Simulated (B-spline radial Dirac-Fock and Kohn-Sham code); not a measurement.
# Relativistic shifts of the levels of Br²³⁺

System: Br²³⁺ in the configuration [Ne] 3s2.

Both columns are ΔSCF binding energies of the configuration average from a B-spline atomic structure program: non-relativistic Hartree-Fock with a point nucleus, and Dirac-Fock with a finite nucleus and the Coulomb interaction alone, averaged over the two j levels with weights 2j+1.

```csv
shell,Hartree-Fock (eV),Dirac-Fock (eV),shift (eV),shift (%)
1s,14365.5,14599.3,+233.78,+1.63
2s,2769.1,2826.5,+57.32,+2.07
2p,2594.3,2610.8,+16.45,+0.63
3s,1050.6,1066.3,+15.75,+1.50
```

Relativity binds 1s, 2s, 2p, 3s more strongly, among those listed most of all 2s in relative terms.

Values without a named source are computed, but for edge energies of neutral atoms, which are taken from tables.
